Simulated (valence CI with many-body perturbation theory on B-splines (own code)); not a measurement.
# Level structure of Hg VII

Calculated by valence CI with perturbative core correlation (CI+MBPT): six valence electrons over a frozen Dirac-Fock core [Xe] 4f14, a basis of 7 s, 7 p, 8 d, 6 f, 4 g, 1 h functions for each j, with the one-electron correlation potential Σ1 (screened to all orders), the two-electron term Σ2, the three-electron term Σ3, Breit, model QED; selected single and double excitations, second order for the rest, scaled by the run's own slope (own B-spline code, finite nucleus).

No measured spectrum was set against this ion. As an estimate, terms of the open shell hold to 2 to 4 % of their energy, and close levels can change places; different configurations can be misplaced against each other by 1,000 to 8,000 cm⁻¹. Among the levels kept, up to 750 cm⁻¹ of a level comes from second order outside the variational space, and about a tenth of that is noise between levels of different J, which matters for small intervals. Only levels of the ground parity were solved; by the run's estimate the other parity begins above the list, which can be wrong where configurations are misplaced.

Levels 1 to 28 of 28, with energies above the lowest level, 5d6 5D_4. "Leading %" is the weight of the configuration and term that name the level; weights of strongly mixed levels are sums over their largest components and can fall short. In the jj column 3d3/2^4 stands for four electrons in 3d with j = 3/2. Lifetimes count E1, E2, E3, M1 and M2 decay at the calculated energies, and are blank where another channel may lead or the interval is too uncertain; long ones can be off by a factor of two.

```tsv
No.	Configuration	Term	J	E (cm⁻¹)	Leading %	Second component	Lifetime	Leading jj
1	5d6	5D	4	0.0	71	22 % 5d6 3F		5d3/2^4 5d5/2^2 (68 %)
2	5d6	5D	2	7594	44	34 % 5d6 3P	1800 s	5d3/2^4 5d5/2^2 (72 %)
3	5d6	5D	3	11638	86	8 % 5d6 3F	21.1 ms	5d3/2^3 5d5/2^3 (80 %)
4	5d6	5D	0	15182	64	25 % 5d6 3P	546 s	5d3/2^4 5d5/2^2 (40 %)
5	5d6	5D	1	15859	74	18 % 5d6 3P	32.2 ms	5d3/2^3 5d5/2^3 (80 %)
6	5d6	3H	4	20490	25	22 % 5d6 3G	9.93 ms	5d3/2^3 5d5/2^3 (67 %)
7	5d6	3G	5	26662	52	46 % 5d6 3H	59.5 ms	5d3/2^3 5d5/2^3 (97 %)
8	5d6	3H	6	27249	78	20 % 5d6 1I		5d3/2^3 5d5/2^3 (94 %)
9	5d6	5D	2	30663	40	24 % 5d6 3F	5.38 ms	5d3/2^2 5d5/2^4 (43 %)
10	5d6	3F	3	31940	41	35 % 5d6 3G	9.52 ms	5d3/2^3 5d5/2^3 (85 %)
11	5d6	3F	2	33602	46	33 % 5d6 3P	5.94 ms	5d3/2^3 5d5/2^3 (59 %)
12	5d6	3H	4	40450	49	20 % 5d6 3G	7.15 ms	5d3/2^2 5d5/2^4 (66 %)
13	5d6	1S	0	40687	58	27 % 5d6 5D	2.94 ms	5d3/2^2 5d5/2^4 (59 %)
14	5d6	3D	1	40791	67	22 % 5d6 3P	9.10 ms	5d3/2^3 5d5/2^3 (71 %)
15	5d6	3D	2	42701	56	27 % 5d6 3P	12.7 ms	5d3/2^3 5d5/2^3 (53 %)
16	5d6	3G	4	42993	38	33 % 5d6 3F	6.92 ms	5d3/2^2 5d5/2^4 (54 %)
17	5d6	3H	5	45039	53	46 % 5d6 3G	9.52 ms	5d3/2^2 5d5/2^4 (97 %)
18	5d6	3D	3	45498	63	25 % 5d6 3F	5.17 ms	5d3/2^2 5d5/2^4 (49 %)
19	5d6	3P	0	46473	94		17.7 ms	5d3/2^3 5d5/2^3 (44 %)
20	5d6	3G	3	48935	41	38 % 5d6 3F	8.17 ms	5d3/2^2 5d5/2^4 (84 %)
21	5d6	1I	6	50289	78	20 % 5d6 3H	10.8 ms	5d3/2^2 5d5/2^4 (94 %)
22	5d6	1F	3	50801	50	33 % 5d6 3F	9.74 ms	5d3/2^3 5d5/2^3 (75 %)
23	5d6	3P	1	55655	72	24 % 5d6 3D	4.97 ms	5d3/2^2 5d5/2^4 (62 %)
24	5d6	1G	4	58271	64	24 % 5d6 3F	6.32 ms	5d3/2^2 5d5/2^4 (61 %)
25	5d6	1D	2	59214	50	26 % 5d6 3P	4.72 ms	5d3/2^2 5d5/2^4 (69 %)
26	5d6	3P	1	64308	84	13 % 5d6 5D	1.42 ms	5d3/2 5d5/2^5 (55 %)
27	5d6	3F	2	69246	84	7 % 5d6 3D	3.15 ms	5d3/2^2 5d5/2^4 (85 %)
28	5d6	3F	4	69661	74	10 % 5d6 3G	2.86 ms	5d3/2^2 5d5/2^4 (62 %)
```

Names give the largest LS component (configuration and term), which can be under half, so a name can repeat, a term be missing and a line seem to break the LS rules; names also repeat where a configuration has a term twice.

Where two levels of one J and parity lie close, their mixing, g and order are uncertain.

The ionisation energy to 5d5 6S_5/2 of the next ion comes out as 95.685 eV (NIST: 93 ± 2 eV (measured)). All 28 levels together are meant to be complete up to 71871 cm⁻¹.
